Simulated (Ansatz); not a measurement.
Relaxation of NiBr2(PH3)2 (NiP2H6Br2) with RKS r2SCAN-D4/def2-SVP.

```sh
$ ansatz run in.yaml --threads 4 --pin off --events-out ev --progress --plain --max-ram 4787MiB
```

```yaml
crystal:
  periodic: [false, false, false]
  atoms:
    - {symbol: Br, position_ang: [-0.318770, -0.097530, 2.292210]}
    - {symbol: Br, position_ang: [0.328010, 0.115210, -2.189250]}
    - {symbol: Ni, position_ang: [-0.121480, 0.007940, 0.038320]}
    - {symbol: P, position_ang: [0.099420, 2.132750, 0.031200]}
    - {symbol: P, position_ang: [-0.216120, -2.129260, -0.029950]}
    - {symbol: H, position_ang: [-0.571130, 2.890000, -0.910590]}
    - {symbol: H, position_ang: [1.368680, 2.587670, -0.274970]}
    - {symbol: H, position_ang: [-0.122230, 2.941610, 1.136650]}
    - {symbol: H, position_ang: [-0.944910, -2.883280, 0.871100]}
    - {symbol: H, position_ang: [1.008520, -2.726110, 0.217730]}
    - {symbol: H, position_ang: [-0.509980, -2.839000, -1.182460]}
basis:
  gaussian: {orbitals: def2-SVP}
hamiltonian: {xc: r2scan, dispersion: d4}
scf: {lower_state_search: "off"}
output: {orbitals: {seedname: orbitals}}
relax: {f_tol: 0.02, max_steps: 100}
```

Hardware: 4 threads of Arm Neoverse N1 on a shared host. Wall time 30 s.

Positions (Å) and forces (eV/Å) at steps 1, 2, 4 of 4:

```xyz
11
step=1 energy=-199784.7235 eV
Br   -0.319   -0.098    2.292   -0.061    0.033    0.407
Br    0.328    0.115   -2.189    0.045   -0.090   -0.458
Ni   -0.121    0.008    0.038   -0.123    0.014   -0.003
P     0.099    2.133    0.031   -0.072   -0.470    0.143
P    -0.216   -2.129   -0.030    0.023    0.517   -0.031
H    -0.571    2.890   -0.911   -0.524    0.364   -0.629
H     1.369    2.588   -0.275    0.865    0.194   -0.182
H    -0.122    2.942    1.137   -0.197    0.303    0.751
H    -0.945   -2.883    0.871   -0.550   -0.305    0.628
H     1.009   -2.726    0.218    0.826   -0.297    0.169
H    -0.510   -2.839   -1.182   -0.231   -0.264   -0.796
11
step=2 energy=-199784.8574 eV
Br   -0.336   -0.060    2.304   -0.030   -0.013    0.080
Br    0.306    0.052   -2.243   -0.008    0.039   -0.059
Ni   -0.119    0.010    0.023    0.083   -0.041   -0.018
P     0.117    2.153    0.032   -0.118   -0.218    0.068
P    -0.186   -2.146   -0.031   -0.107    0.228    0.018
H    -0.605    2.896   -0.920   -0.115    0.170   -0.179
H     1.412    2.614   -0.267    0.248    0.108   -0.060
H    -0.144    2.908    1.197   -0.024    0.079    0.134
H    -0.979   -2.846    0.899   -0.108   -0.123    0.143
H     1.054   -2.762    0.230    0.220   -0.122    0.046
H    -0.521   -2.817   -1.225   -0.042   -0.106   -0.173
11
step=4 energy=-199784.8684 eV
Br   -0.342   -0.060    2.305   -0.003   -0.009   -0.005
Br    0.298    0.064   -2.256   -0.006    0.007    0.013
Ni   -0.103    0.007    0.019    0.011   -0.002   -0.004
P     0.117    2.162    0.029    0.004    0.014   -0.010
P    -0.186   -2.159   -0.028    0.002   -0.008    0.005
H    -0.607    2.922   -0.926    0.004   -0.006    0.006
H     1.420    2.641   -0.267   -0.008    0.000    0.001
H    -0.147    2.912    1.205   -0.001   -0.011   -0.009
H    -0.986   -2.861    0.909    0.002    0.005   -0.005
H     1.058   -2.792    0.237   -0.008    0.002    0.001
H    -0.523   -2.838   -1.228    0.001    0.009    0.008
```

The restricted singlet is unstable towards broken spin symmetry in Hartree–Fock (as tested in another run); at r2SCAN-D4/def2-SVP this wasn't settled.
